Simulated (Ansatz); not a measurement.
`C/[C]([AlH2])=C\[SiH3]` + `[OH][In]([OH])[Cl]` → `[OH][In]([Cl])[O][SiH3]` + `C=[C](C)[AlH2]`  (ligand exchange at the Si–C bond)

Computed with Ansatz on PBE0-D4/def2-TZVP structures; ΔE is electronic, products minus reactants. CBS: MP2 limit from def2 TZ/QZ plus the TZ coupled-cluster correction, frozen cores. Functionals use def2-TZVPP. def2 core potentials past Kr. For In outer-core shells are correlated without core-valence functions, which leaves a few kJ/mol of doubt a bond. One conformer a species, not always the lowest.

`C/[C]([AlH2])=C\[SiH3]`:

Z-matrix (Å, degrees):
```
C
C 1 1.499
H 1 1.095 2 110.9
H 1 1.095 2 111.0 3 117.5
H 1 1.095 2 113.3 3 -121.2
Al 2 1.953 1 123.5 3 -59.0
C 2 1.347 1 122.1 3 121.2
H 6 1.587 2 116.6 1 179.7
H 6 1.590 2 121.9 1 -0.4
Si 7 1.875 2 126.3 1 0.0
H 7 1.092 2 118.0 1 -179.9
H 10 1.489 7 111.6 2 -61.0
H 10 1.486 7 108.9 2 179.2
H 10 1.489 7 111.6 2 59.5
```

`[OH][In]([OH])[Cl]`:

Z-matrix (Å, degrees):
```
In
O 1 1.971
Cl 1 2.305 2 120.4
O 1 1.962 2 119.6 3 180.0
H 2 0.961 1 112.4 3 -0.1
H 4 0.962 1 111.6 2 -0.0
```

`[OH][In]([Cl])[O][SiH3]`:

```xyz
9

O    -2.159    1.330   -0.056
In   -0.281    1.620    0.442
Cl    0.495    3.620    1.230
O     0.992    0.131    0.256
Si    0.853   -1.413   -0.253
H    -2.302    0.431   -0.366
H    -0.556   -1.712   -0.661
H     1.732   -1.653   -1.428
H     1.225   -2.354    0.836
```

`C=[C](C)[AlH2]`:

Z-matrix (Å, degrees):
```
C
C 1 1.501
H 1 1.095 2 111.2
H 1 1.095 2 111.3 3 117.9
H 1 1.095 2 112.0 3 -121.0
Al 2 1.947 1 124.4 3 -59.2
C 2 1.338 1 120.8 3 120.9
H 6 1.588 2 117.3 1 179.8
H 6 1.590 2 121.7 1 -0.2
H 7 1.087 2 122.1 1 -180.0
H 7 1.091 2 122.2 1 0.0
```

Is it downhill or uphill in electronic energy at CCSD(T)/CBS, and by how much? (An estimate is asked.)

Ansatz gave: Downhill: ΔE = -1.09 eV.

What do these levels give: PBE-D4, ωB97X-V, PBE, PBE0, HF/def2-TZVPP, SCS-MP2/def2-TZVPP, CCSD/def2-TZVPP, CCSD(T)/def2-TZVPP, HF/def2-QZVPP, MP2/def2-QZVPP, HF/CBS(def2), MP2/CBS(def2)? (Estimate.)

The calculation gave: PBE-D4 -0.86, ωB97X-V -1.07, PBE -0.89, PBE0 -0.98, HF/def2-TZVPP -1.36, SCS-MP2/def2-TZVPP -1.15, CCSD/def2-TZVPP -1.13, CCSD(T)/def2-TZVPP -1.09, HF/def2-QZVPP -1.38, MP2/def2-QZVPP -1.10, HF/CBS(def2) -1.39, MP2/CBS(def2) -1.10 eV.

Largest T1 diagnostic among the species: 0.016.

The D4 term adds +0.05 eV with B3LYP and +0.03 eV with PBE0; it sums over pairs of atoms, weighted by their polarisabilities, and B3LYP, whose exchange is more repulsive, gets the larger term. From PBE to PBE0 (25 % exact exchange), in def2-TZVPP and without D4, ΔE moves by −0.09 eV. In def2-TZVPP, CCSD(T) changes the Hartree–Fock value by +0.27 eV (the triples alone add +0.04 eV) and MP2 by +0.27 eV.

B3LYP here is the variant with VWN-RPA as its local correlation; programs differ in this.
